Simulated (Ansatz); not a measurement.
Geometry optimisation, Ansatz 0.2.0, RKS PBE0/def2-SVP.

input.yaml

```yaml
crystal:
  periodic: [false, false, false]
  atoms:
    - { symbol: C, position_ang: [-0.3712, -1.0557, 0.0548] }
    - { symbol: B, position_ang: [0.722, -0.1378, 0.7041] }
    - { symbol: O, position_ang: [1.7737, 0.4056, -0.1295] }
    - { symbol: Zn, position_ang: [0.3382, 2.3844, -0.3806] }
    - { symbol: F, position_ang: [-1.08, 1.8713, -1.8383] }
    - { symbol: H, position_ang: [-1.4013, -0.505, 0.2079] }
    - { symbol: H, position_ang: [-0.2117, -1.1071, -1.0435] }
    - { symbol: H, position_ang: [-0.3894, -2.0015, 0.4999] }
    - { symbol: H, position_ang: [2.59207, 0.91525, -0.35448] }
basis:
  gaussian: { orbitals: def2-SVP }
hamiltonian:
  xc: pbe0
relax:
  f_tol: 0.02
  max_steps: 50
output:
  orbitals: {}
```

Launched with:

```bash
$ ansatz run input.yaml --threads 2 --pin off --max-ram 3072MiB --backend cpu --events-out ev --progress --plain --runs-dir out
```

Q: Where does it end, and by what steps?

A: The forces met the threshold. After 16 steps the energy has fallen by 5.062 eV; F5 moved furthest, 1.41 Å. Joined: B2–Zn4 (2.77 → 2.08 Å).

| step | energy less start (eV) | largest force component (eV/Å) | accepted |
| --- | --- | --- | --- |
| 0 | 0.0000 | 3.147 | yes |
| 1 | -1.4658 | 2.865 | yes |
| 2 | -2.7179 | 2.094 | yes |
| 3 | -3.5298 | 1.302 | yes |
| 4 | -3.8804 | 1.039 | yes |
| 5 | -4.2469 | 0.761 | yes |
| 6 | -4.4525 | 0.759 | yes |
| 7 | -4.6401 | 0.776 | yes |
| 8 | -4.8192 | 0.811 | yes |
| 9 | -4.9616 | 0.433 | yes |
| 10 | -5.0339 | 0.198 | yes |
| 11 | -5.0335 | 0.425 | no |
| 12 | -5.0501 | 0.108 | yes |
| 13 | -5.0578 | 0.081 | yes |
| 14 | -5.0611 | 0.106 | yes |
| 15 | -5.0619 | 0.064 | yes |
| 16 | -5.0621 | 0.015 | yes |

```xyz
9
Properties=species:S:1:pos:R:3
C -0.291 -1.112 0.078
B 0.612 0.150 -0.158
O 1.909 0.055 0.226
Zn -0.190 1.849 -1.039
F -0.905 3.273 -1.780
H -1.228 -0.854 0.598
H -0.600 -1.527 -0.899
H 0.229 -1.904 0.641
H 2.437 0.840 0.053
```

Whether the end is a true minimum wasn't checked by a vibrational analysis.

Time of the run: 62 s on 2 threads of Intel(R) Xeon(R) Platinum 8488C (Sapphire Rapids), on a shared host, peak memory 0.26 GiB.
